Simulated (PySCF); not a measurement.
Mapped SMILES: `[CH3:1][O:2][Si@@H:3]([OH:4])[PH2:5]`; H(Xn) means a hydrogen on atom n.

Geometry: PBE0-D3(BJ)/def2-SVP; GIAO shifts from PySCF 2.14.0 with density-fitted response routines, gas phase, non-relativistic, averaged over equivalent atoms.

At PBE0/6-311+G(2d,p) (193 basis functions, 32 s wall time on 1 thread of an Arm Neoverse V1, shared host):
```tsv
atoms	δ (ppm)
C1	51.3
O4	63.0
O2	52.4
Si3	0.2
P5	-285.0
H(Si3)	6.12
H(C1)	3.63
H(O4)	1.69
H(P5)	1.60
```

δ = σ(ref) − σ, references computed at the same level: 13C (186.44 ppm), 29Si (344.43 ppm), 1H (31.51 ppm) vs TMS; 17O (326.57 ppm) against H2O; 31P (297.00 ppm) against H3PO4.

Q: Predict the values at PBE0/cc-pVTZ on the same geometry.

A: 
```
 atoms  δ at PBE0/cc-pVTZ  change
    C1               51.7    +0.4
    O4               64.8    +1.8
    O2               56.5    +4.1
   Si3                3.9    +3.7
    P5             -281.9    +3.1
H(Si3)               5.95   -0.17
 H(C1)               3.60   -0.03
 H(O4)               2.03   +0.34
 H(P5)               1.33   -0.27
```

Referencing at the same level of theory: TMS for 13C (σ = 187.29 ppm), 29Si (σ = 360.00 ppm), 1H (σ = 31.29 ppm); 17O (σ = 334.84 ppm) against H2O; H3PO4 for 31P (σ = 319.75 ppm).

The largest change is at O2 (oxygen bonded to C, Si). Cost: 256 basis functions, 40 s wall time on 1 thread of an Arm Neoverse V1, shared host.

Experimental scales use liquid or dissolved standards, which lie at an offset from isolated H2O (liquid H2O: subtract about 36 ppm) and H3PO4.
